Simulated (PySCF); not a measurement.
PySCF job for C₃H₇BO₃, SMILES O1CB(OC)OC1, PBE0-D3(BJ)/def2-SVP. Coordinates come from a PBE0-D3(BJ)/def2-SVP optimisation. The structure was generated by enumeration, and PubChem lists no compound with its InChIKey, so it may never have been made. Other conformers were not sampled.

```python
import numpy as np
from pyscf import gto, scf, dft, df
from pyscf.hessian import thermo

mol = gto.M(
    atom='''
    C    -2.65268498    0.00808129    0.21459455
    O    -1.53277145    0.71676023   -0.24023924
    B    -0.27652839    0.25998317   -0.10056575
    C     0.31394169   -1.06346033    0.55288928
    O     1.66094592   -1.00914761    0.10371962
    C     1.96826755    0.31715129   -0.18879385
    O     0.78488702    0.98633984   -0.55308555
    H    -3.14422600    0.56644825    1.02715040
    H    -2.39500026   -0.99709941    0.58841818
    H    -3.37491177   -0.10318044   -0.60889326
    H     0.25294487   -1.05667041    1.66220847
    H    -0.13491926   -2.01019988    0.21259503
    H     2.40858506    0.83735688    0.68852834
    H     2.68853194    0.34117597   -1.02247694
    ''',
    basis='def2-SVP',
    charge=0,
    spin=0,
    max_memory=1600,
    verbose=3,
)
mf = dft.RKS(mol, xc='pbe0').density_fit(auxbasis='def2-universal-jkfit')
mf.disp = 'd3bj'
mf.grids.level = 3
mf.conv_tol = 1e-11
mf.max_cycle = 100
mf.kernel()

# [left out here: the lines that compute and print the analytic Hessian (its translational invariance restored by hand, since the grid's response is missing), thermochemistry and intensities]
```

Log of the run:

```
converged SCF energy = -368.447547690231

WARN: DFTD3 does not support analytical Hessian, using finite difference


WARN: Mole.unit (angstrom) is changed to Bohr

Mode                                 0                   1                   2
Irrep
Freq [cm^-1]                       48.3965            119.5735            165.5238
Reduced mass [au]                   1.0514              2.6593              3.0388
Force const [Dyne/A]                0.0015              0.0224              0.0491
Char temp [K]                      69.6318            172.0396            238.1518
Normal mode                   x     y     z       x     y     z       x     y     z
       0   C                 0.00  0.00  0.01    0.02  0.05  0.12    0.01  0.01  0.03
       1   O                -0.00 -0.02 -0.04   -0.01 -0.03 -0.07   -0.00 -0.05 -0.09
       2   B                -0.00 -0.00 -0.01   -0.01 -0.03 -0.08    0.00  0.01  0.01
       3   C                -0.00  0.01  0.01   -0.02 -0.05 -0.10    0.02  0.05  0.08
       4   O                 0.00  0.01  0.02    0.02  0.02  0.04   -0.04 -0.04 -0.14
       5   C                -0.00  0.00  0.01   -0.01  0.04  0.08   -0.01 -0.01  0.07
       6   O                -0.00 -0.00 -0.01    0.00 -0.01 -0.02    0.01  0.02  0.04
       7   H                 0.34 -0.25  0.40    0.10  0.18  0.08    0.07  0.07  0.02
       8   H                -0.07 -0.20 -0.49    0.03  0.10  0.24    0.02  0.03  0.09
       9   H                -0.25  0.48  0.18   -0.06 -0.05  0.20   -0.04 -0.04  0.08
      10   H                -0.01  0.03  0.01   -0.13 -0.13 -0.10    0.20  0.20  0.09
      11   H                 0.01 -0.00  0.02    0.03 -0.03 -0.21   -0.04  0.01  0.27
      12   H                -0.01  0.02  0.00   -0.11  0.04  0.13   -0.11 -0.11  0.18
      13   H                 0.00 -0.01  0.01    0.07  0.08  0.15    0.07  0.10  0.14
Mode                                 3                   4                   5
Irrep
[...]
      11   H                 0.50 -0.10 -0.16    0.02  0.02 -0.05    0.46 -0.20  0.08
      12   H                 0.10 -0.16  0.06   -0.23  0.57 -0.23   -0.09  0.24 -0.06
      13   H                -0.09  0.10 -0.06    0.20 -0.58  0.19    0.05  0.11 -0.01
Mode                                21                  22                  23
Irrep
Freq [cm^-1]                     1335.9670           1432.9354           1455.5391
Reduced mass [au]                   2.8501              1.6335              1.1407
Force const [Dyne/A]                2.9971              1.9762              1.4239
Char temp [K]                    1922.1590           2061.6750           2094.1966
Normal mode                   x     y     z       x     y     z       x     y     z
       0   C                 0.01 -0.01  0.00    0.07  0.02 -0.02    0.05  0.03 -0.01
       1   O                 0.00  0.01 -0.00   -0.06  0.02 -0.00   -0.02  0.01 -0.00
       2   B                -0.09 -0.12  0.07    0.05 -0.10  0.05    0.05 -0.00 -0.01
       3   C                -0.08  0.09 -0.03   -0.02  0.02 -0.01    0.03  0.04 -0.04
       4   O                 0.05 -0.01 -0.00   -0.02 -0.01  0.01    0.01  0.01 -0.01
       5   C                -0.07  0.03  0.00    0.01 -0.06  0.02    0.00  0.01 -0.00
       6   O                 0.07  0.04 -0.03    0.05  0.03 -0.01   -0.01 -0.01  0.01
       7   H                 0.04  0.05 -0.02   -0.19 -0.13 -0.06   -0.18 -0.14 -0.03
       8   H                 0.02 -0.00 -0.01   -0.24 -0.04  0.05   -0.26 -0.06  0.00
       9   H                 0.04  0.04 -0.03   -0.15 -0.03  0.17   -0.16 -0.14  0.18
      10   H                 0.20 -0.21 -0.02    0.16  0.11 -0.01   -0.32 -0.46 -0.03
      11   H                 0.22 -0.09  0.08    0.15  0.01 -0.16   -0.18 -0.08  0.54
      12   H                 0.14 -0.20  0.04   -0.18  0.34 -0.12   -0.05 -0.06  0.05
      13   H                 0.03 -0.26  0.08   -0.18  0.33 -0.12   -0.03 -0.09 -0.02
Mode                                24                  25                  26
Irrep
Freq [cm^-1]                     1467.9563           1471.6974           1484.0633
Reduced mass [au]                   1.0613              1.2491              1.0439
Force const [Dyne/A]                1.3475              1.5940              1.3546
Char temp [K]                    2112.0623           2117.4449           2135.2367
Normal mode                   x     y     z       x     y     z       x     y     z
       0   C                 0.01 -0.00 -0.05    0.05  0.03 -0.00   -0.01  0.05 -0.02
       1   O                -0.00 -0.00 -0.01    0.00 -0.00  0.00   -0.00  0.01 -0.00
       2   B                 0.02  0.01 -0.01    0.05  0.04 -0.02   -0.01  0.00  0.00
       3   C                -0.01 -0.00  0.00   -0.03 -0.02  0.02   -0.00 -0.00  0.00
       4   O                 0.00 -0.00  0.00    0.01 -0.01  0.01   -0.00 -0.00  0.00
       5   C                -0.01  0.02 -0.01   -0.02  0.07 -0.02   -0.00  0.00 -0.00
       6   O                -0.01 -0.01  0.00   -0.04 -0.03  0.01    0.00  0.00 -0.00
       7   H                -0.13 -0.50  0.23   -0.25 -0.05 -0.13    0.40 -0.18  0.37
       8   H                -0.05  0.22  0.62   -0.25 -0.11 -0.16   -0.49 -0.08  0.05
       9   H                -0.01  0.37 -0.06   -0.25 -0.22  0.28    0.31 -0.49 -0.21
      10   H                 0.03  0.04  0.01    0.21  0.21  0.02    0.03  0.03  0.00
      11   H                 0.05 -0.01 -0.05    0.15  0.01 -0.27    0.03  0.00 -0.04
      12   H                 0.05 -0.11  0.04    0.14 -0.29  0.11    0.02 -0.00 -0.01
      13   H                 0.04 -0.10  0.03    0.12 -0.28  0.09    0.01  0.00  0.01
Mode                                27                  28                  29
Irrep
Freq [cm^-1]                     1530.4443           1576.7762           2986.6899
Reduced mass [au]                   1.1319              3.4409              1.0705
Force const [Dyne/A]                1.5621              5.0403              5.6262
Char temp [K]                    2201.9687           2268.6299           4297.1818
Normal mode                   x     y     z       x     y     z       x     y     z
       0   C                 0.01  0.00 -0.00    0.01  0.01 -0.00    0.00 -0.00 -0.00
       1   O                 0.03 -0.00 -0.00    0.11 -0.02  0.00    0.00 -0.00 -0.00
       2   B                -0.04  0.02 -0.01   -0.21  0.04 -0.01   -0.00 -0.00  0.00
       3   C                 0.02 -0.00  0.00    0.02 -0.02  0.01    0.00  0.01 -0.02
       4   O                -0.00 -0.00 -0.00    0.00  0.00 -0.00    0.00  0.00 -0.00
       5   C                -0.07 -0.04  0.00    0.04 -0.01  0.00    0.04  0.03  0.05
       6   O                -0.00  0.00 -0.00    0.04  0.02 -0.01    0.00 -0.00 -0.00
       7   H                -0.09 -0.07 -0.01   -0.18 -0.16 -0.01   -0.00  0.00  0.00
       8   H                -0.06 -0.01  0.01   -0.14 -0.02  0.02    0.00 -0.00  0.00
       9   H                -0.08 -0.03  0.08   -0.16 -0.10  0.16   -0.00 -0.00 -0.00
      10   H                -0.06 -0.03 -0.00   -0.04  0.05  0.01   -0.01  0.00  0.31
      11   H                -0.03  0.01  0.04   -0.07  0.03 -0.03   -0.03 -0.06 -0.03
      12   H                 0.53  0.12 -0.36   -0.18  0.08  0.06   -0.34 -0.41 -0.71
      13   H                 0.38  0.35  0.38   -0.12  0.01 -0.13   -0.12  0.00  0.17
Mode                                30                  31                  32
Irrep
Freq [cm^-1]                     2994.7168           3039.5415           3111.7191
Reduced mass [au]                   1.0721              1.0332              1.0949
Force const [Dyne/A]                5.6652              5.6240              6.2464
Char temp [K]                    4308.7306           4373.2235           4477.0710
Normal mode                   x     y     z       x     y     z       x     y     z
       0   C                 0.00  0.00 -0.00   -0.03 -0.03  0.02   -0.00  0.00 -0.00
       1   O                 0.00 -0.00  0.00   -0.00 -0.00  0.00   -0.00 -0.00 -0.00
       2   B                -0.00  0.00  0.00    0.00 -0.00  0.00    0.00  0.00 -0.00
       3   C                -0.01 -0.01  0.07    0.00  0.00  0.00   -0.02 -0.05 -0.03
       4   O                -0.00  0.00  0.00   -0.00  0.00 -0.00   -0.00 -0.00  0.00
       5   C                 0.01  0.01  0.02    0.00  0.00  0.00   -0.03  0.01  0.05
       6   O                 0.00 -0.00  0.00   -0.00 -0.00  0.00    0.00  0.00 -0.00
       7   H                -0.00  0.01  0.01    0.23 -0.28 -0.39    0.01 -0.01 -0.01
       8   H                 0.00 -0.02  0.01   -0.17  0.60 -0.22    0.01 -0.02  0.01
       9   H                -0.00 -0.00 -0.01    0.32  0.04  0.37    0.01  0.00  0.01
      10   H                 0.03 -0.00 -0.89    0.00  0.00 -0.02   -0.00 -0.01  0.13
      11   H                 0.07  0.14  0.07   -0.00 -0.01 -0.00    0.26  0.57  0.20
      12   H                -0.12 -0.15 -0.25   -0.01 -0.01 -0.01   -0.06 -0.07 -0.11
      13   H                -0.04 -0.00  0.05    0.00  0.00 -0.00    0.43  0.01 -0.51
Mode                                33                  34                  35
Irrep
Freq [cm^-1]                     3114.8067           3133.8672           3145.0350
Reduced mass [au]                   1.0972              1.1061              1.1070
Force const [Dyne/A]                6.2720              6.4003              6.4515
Char temp [K]                    4481.5133           4508.9371           4525.0051
Normal mode                   x     y     z       x     y     z       x     y     z
       0   C                -0.00  0.00  0.00    0.05 -0.08 -0.00   -0.03 -0.01 -0.08
       1   O                 0.00 -0.00  0.00    0.00  0.00  0.00    0.00  0.00  0.00
       2   B                -0.00  0.00 -0.00   -0.00  0.00 -0.00    0.00 -0.00 -0.00
       3   C                -0.02 -0.05 -0.03   -0.00 -0.00 -0.00    0.00  0.00  0.00
       4   O                -0.00  0.00  0.00    0.00  0.00  0.00   -0.00 -0.00  0.00
       5   C                 0.03 -0.00 -0.05   -0.00 -0.00  0.00    0.00 -0.00 -0.00
       6   O                 0.00  0.00  0.00    0.00  0.00 -0.00   -0.00 -0.00  0.00
       7   H                 0.01 -0.01 -0.02   -0.26  0.32  0.47   -0.22  0.26  0.35
       8   H                 0.00 -0.01  0.00   -0.17  0.61 -0.23    0.04 -0.17  0.05
       9   H                 0.01  0.00  0.01   -0.15 -0.04 -0.19    0.51  0.07  0.60
      10   H                -0.00 -0.01  0.11   -0.00 -0.00  0.00    0.00 -0.00  0.00
      11   H                 0.26  0.58  0.21    0.02  0.04  0.01   -0.00 -0.01 -0.00
      12   H                 0.05  0.06  0.10    0.00  0.00  0.00    0.00  0.00  0.00
      13   H                -0.42 -0.01  0.50    0.00  0.00 -0.00   -0.00 -0.00  0.00
temperature 298.1500 [K]
pressure 101325.00 [Pa]
Rotational constants [GHz] 6.62531 1.84310 1.49117
Symmetry number 1
Zero-point energy (ZPE) 0.11282 [Eh]   296201.745 [J/mol]
                           tot       elec      trans        rot        vib
Entropy [J/mol/K]       356.346      0.000    166.414    114.098     75.833
Cv [J/mol/K]            101.576      0.000     12.472     12.472     76.633
Cp [J/mol/K]            109.890      0.000     20.786     12.472     76.633
Internal energy [J/mol]                      3718.434   3718.434 307957.477
Internal energy [Eh]   -368.32742  -368.44755
Enthalpy [J/mol]                             6197.391   3718.434 307957.477
Enthalpy [Eh]          -368.32648
Gibbs free energy [J/mol]                  -43419.041 -30299.966 285347.888
Gibbs free energy [Eh] -368.36694
mode   freq/cm-1   IR/(km/mol)
   1       48.40         0.229
   2      119.57         1.561
   3      165.52        14.893
   4      192.05         2.708
   5      208.54         1.667
   6      439.26         4.379
   7      454.58        12.917
   8      552.32         2.149
   9      738.82         0.919
  10      799.92        12.755
  11      895.94         9.203
  12      993.33        33.582
  13     1067.90        72.626
  14     1118.93        88.294
  15     1149.35        88.584
  16     1168.23        40.460
  17     1188.46         0.769
  18     1196.77        16.877
  19     1218.50         9.799
  20     1244.22         2.120
  21     1278.70        18.010
  22     1335.97       268.351
  23     1432.94       101.036
  24     1455.54        77.139
  25     1467.96        11.740
  26     1471.70        53.512
  27     1484.06         4.932
  28     1530.44        38.924
  29     1576.78       444.448
  30     2986.69       112.288
  31     2994.72        46.603
  32     3039.54        48.743
  33     3111.72        38.539
  34     3114.81        25.886
  35     3133.87        29.309
  36     3145.04        19.205
max |gradient| / (hartree/bohr): 6.938804676800996e-05
APT charges: [ 0.5381 -0.9585  1.2139  0.172  -0.7203  0.9571 -0.9246 -0.0285 -0.031
 -0.023  -0.0428  0.0033 -0.1056 -0.0501]
```

The calculation finished and met its thresholds.
